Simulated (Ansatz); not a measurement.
Reaction (ligand exchange at the Si–C bond): `CC[SiH](O)O` + `O[SiH](F)S` → `O[SiH](O)S[SiH](O)F` + ethane

Calculated with Ansatz (gas phase, PBE0-D4/def2-TZVP geometries, no zero-point term in ΔE). CBS: MP2 limit from def2 TZ/QZ plus the TZ coupled-cluster correction, frozen cores. This one scheme is used for every species. Functionals use def2-TZVPP. B3LYP here is the variant with VWN-RPA as its local correlation; programs differ in this. One conformer a species, not always the lowest.

Is it downhill or uphill in electronic energy at CCSD(T)/CBS, and by how much? (An estimate is asked.)

The calculation gave: Downhill: ΔE = -19.8 kcal/mol.

What do these levels give: PBE-D4, r2SCAN-D4, ωB97M-V, PBE, r2SCAN, B3LYP, HF/def2-TZVPP, CCSD(T)/def2-TZVPP, HF/def2-QZVPP, MP2/def2-QZVPP, SCS-MP2/def2-QZVPP, MP2/CBS(def2)? (An estimate is asked.)

Computed: PBE-D4 -21.0, r2SCAN-D4 -21.2, ωB97M-V -19.7, PBE -19.8, r2SCAN -21.0, B3LYP -18.7, HF/def2-TZVPP -18.0, CCSD(T)/def2-TZVPP -19.1, HF/def2-QZVPP -17.9, MP2/def2-QZVPP -20.8, SCS-MP2/def2-QZVPP -19.7, MP2/CBS(def2) -21.1 kcal/mol.

Largest T1 diagnostic among the species: 0.012.

In def2-TZVPP, CCSD(T) changes the Hartree–Fock value by −1.2 kcal/mol (the triples alone add −0.7 kcal/mol) and MP2 by −2.4 kcal/mol. The D4 term adds −1.9 kcal/mol with B3LYP and −1.1 kcal/mol with PBE0; it sums over pairs of atoms, weighted by their polarisabilities, and B3LYP, whose exchange is more repulsive, gets the larger term.
